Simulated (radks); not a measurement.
Values are calculated unless marked as measured or tabulated.
Species: Kr I. Configuration: [Kr].

Code: a radial shooting solver on a logarithmic mesh with Libxc functionals. Model: non-relativistic Kohn-Sham, LDA (Slater exchange, VWN5 correlation), spin-polarised, spherical densities, point nucleus; hard spherical wall at 3 bohr.

Energy parts (Ry):
total: -5497.66574
kinetic: 5507.97526
electron-nucleus: -13201.52009
Hartree: 2381.01520
exchange-correlation: -185.13611

Orbitals (lengths in bohr, moments of r in powers of bohr; r(max) is where P^2 peaks):
| orbital | occ. | eigenvalue (Ry) | <r^2> | <1/r> | r(max) |
|---|---|---|---|---|---|
| 1s | 2 | -1018.709 | 0.002419 | 35.45 | 0.02808 |
| 2s | 2 | -131.3911 | 0.04163 | 7.877 | 0.1584 |
| 2p | 6 | -118.8435 | 0.03206 | 7.865 | 0.1251 |
| 3s | 2 | -17.51301 | 0.3397 | 2.617 | 0.4778 |
| 3p | 6 | -13.05749 | 0.3509 | 2.510 | 0.4680 |
| 3d | 10 | -5.04150 | 0.3856 | 2.265 | 0.4102 |
| 4s | 2 | -0.77209 | 2.459 | 0.8725 | 1.375 |
| 4p | 6 | 0.30145 | 2.779 | 0.8023 | 1.519 |
| 4d | 0 | 2.07697 | 3.321 | 0.7207 | 1.805 |
| 5s | 0 | 4.09841 | 3.743 | 0.8253 | 2.276 |
| 5p | 0 | 5.06926 | 3.628 | 0.8528 | 2.319 |

The highest occupied level is 4p at 4.101 eV. The electron density at the nucleus is 3.215e+04 e/bohr^3. Summed over all electrons, <r^2> = 28.51 bohr^2, which gives a Langevin (diamagnetic) susceptibility term of -22.6 x 10^-6 cm^3/mol.
